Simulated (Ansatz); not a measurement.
The cluster Sr4Te5⁻. Charge -1, multiplicity 2. Geometry PBE-D4/def2-SVP, basis def2-SVP, Ansatz.

Cartesian coordinates in Å:
```
Sr -1.961 -1.715 -0.943
Sr 0.494 -0.236 2.145
Sr -0.202 2.102 -0.662
Sr 1.953 -1.367 -1.623
Te -2.558 0.548 1.090
Te -0.479 -0.045 -3.182
Te 0.442 -3.143 0.535
Te -0.445 2.844 2.480
Te 2.755 1.012 0.160
```

```
run  HOMO (eV)  LUMO (eV)
  A      -2.17       1.33
  B      -0.70      -0.09
  C      -1.53       0.61
  D      -1.71       0.77
  E      -0.91       0.14
```

In the def2 sets Sr, Te take a core potential; there is no spin–orbit coupling. The structure comes from a short search, and lower isomers may exist.

HOMO and LUMO are taken over both spins.

Q: The runs used BHLYP, PBE, PBE0, r2SCAN, r2SCAN0. Estimate which is which.

A: A BHLYP (50 % exact exchange); B PBE (0 % exact exchange); C PBE0 (25 % exact exchange); D r2SCAN0 (25 % exact exchange); E r2SCAN (0 % exact exchange). Exact exchange lowers occupied and raises empty levels; among semilocal functionals meta-GGAs tend to open the gap a little, and such runs are hard to tell apart. The gap grows from 0.60 eV (PBE) to 3.50 eV (BHLYP).
